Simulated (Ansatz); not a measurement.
Harmonic frequencies (cm⁻¹) at PBE0-D4/def2-TZVP from Ansatz: 149, 184, 225, 246, 364, 453, 537, 546, 892, 988, 1103, 1169, 1194, 1295, 1467, 1478, 1482, 2733, 3065, 3148, 3183.

Each molecule was computed in one conformer, which needn't be the lowest.

**Question.** Which molecule is it?
A. `COC(S)=[Se]`
B. `[BH]1C[SiH2][AlH]1`
C. `[AlH2][SiH2]P`
D. `C[S][SbH2]`

**Answer.** A.
